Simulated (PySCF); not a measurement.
**Spinor energies of Nd³⁰⁺ (neodymium, charge +30)**

Start: [Ar] 3d10 4s2. Calculated with PySCF 2.14 in an uncontracted even-tempered set (19 s from 1.1 bohr⁻², ratio 2.6; 15 p from 1.5 bohr⁻², ratio 2.6; 10 d from 1.5 bohr⁻², ratio 2.6; 6 f from 1.5 bohr⁻², ratio 2.8): generalised Hartree-Fock with the X2C-1e Hamiltonian and a Gaussian nucleus; spin-orbit coupling (SO) screened by Boettger's factors.

```json
{"spinor shell": "1s1/2", "electrons": "2", "ε, screened SO (eV)": "-44880.3", "weight of nominal j (screened SO)": "1.000", "rms radius, screened SO (bohr)": "0.0269"}
{"spinor shell": "2s1/2", "electrons": "2", "ε, screened SO (eV)": "-8269.8", "weight of nominal j (screened SO)": "1.000", "rms radius, screened SO (bohr)": "0.109"}
{"spinor shell": "2p1/2", "electrons": "2", "ε, screened SO (eV)": "-7871.4", "weight of nominal j (screened SO)": "1.000", "rms radius, screened SO (bohr)": "0.0936"}
{"spinor shell": "2p3/2", "electrons": "4", "ε, screened SO (eV)": "-7345.3", "weight of nominal j (screened SO)": "1.000", "rms radius, screened SO (bohr)": "0.0995"}
{"spinor shell": "3s1/2", "electrons": "2", "ε, screened SO (eV)": "-2623.2", "weight of nominal j (screened SO)": "1.000", "rms radius, screened SO (bohr)": "0.279"}
{"spinor shell": "3p1/2", "electrons": "2", "ε, screened SO (eV)": "-2451.6", "weight of nominal j (screened SO)": "1.000", "rms radius, screened SO (bohr)": "0.270"}
{"spinor shell": "3p3/2", "electrons": "4", "ε, screened SO (eV)": "-2340.2", "weight of nominal j (screened SO)": "1.000", "rms radius, screened SO (bohr)": "0.282"}
{"spinor shell": "3d3/2", "electrons": "4", "ε, screened SO (eV)": "-2053.4", "weight of nominal j (screened SO)": "1.000", "rms radius, screened SO (bohr)": "0.252"}
{"spinor shell": "3d5/2", "electrons": "6", "ε, screened SO (eV)": "-2029.4", "weight of nominal j (screened SO)": "1.000", "rms radius, screened SO (bohr)": "0.256"}
{"spinor shell": "4s1/2", "electrons": "2", "ε, screened SO (eV)": "-1190.3", "weight of nominal j (screened SO)": "1.000", "rms radius, screened SO (bohr)": "0.578"}
```

```
   quantity  screened SO
E (hartree)  -9151.28545
        M_J            0
       ⟨J²⟩        0.000
       ⟨L²⟩        0.025
       ⟨S²⟩        0.025
```

Breit and QED terms are absent; they matter most for the inner s and p1/2 levels.

Densities and radii are taken from the X2C orbitals without a picture-change correction, which distorts them close to the nucleus.
